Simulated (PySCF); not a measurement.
C2H6FNOSi. Atoms are numbered in the order given.

```xyz
12

N      1.8353    -0.2783    -0.6670
Si     0.3988     0.0301     0.2115
F      0.7122     0.4038     1.7726
C     -1.0372    -1.1469    -0.0830
O     -1.6576    -0.1228    -0.8935
C     -0.9124     1.0870    -0.6246
H      2.3230    -1.1621    -0.5605
H      2.4851     0.4717    -0.8808
H     -0.8794    -2.0649    -0.6727
H     -1.6567    -1.3958     0.7985
H     -0.6733     1.6110    -1.5645
H     -1.4799     1.7745     0.0295
```
Charge 0, spin multiplicity 1.

Geometry: ωB97X-D3(BJ)/def2-SVP. This is a generated structure with no PubChem entry under its InChIKey; it may be hypothetical. One conformer was computed; it need not be the lowest.

Calculation: CAM-B3LYP/def2-TZVP (PySCF).

Estimate the frontier levels, gap, dipole moment and polarisability. (An estimate is asked for; the answer gives what the named calculation found.)


- highest occupied level = -8.77 eV
- lowest empty level = 1.21 eV
- orbital gap = 9.98 eV
- dipole moment = 2.40 D
- quadrupole, principal values (traceless, Buckingham form, about the centre of nuclear charge) = -13.57, 5.72, 7.85 D·Å
- mean static polarisability = 55.3 bohr³ (8.19 Å³)
- polarisability, principal values = 50.1, 56.3, 59.4 bohr³
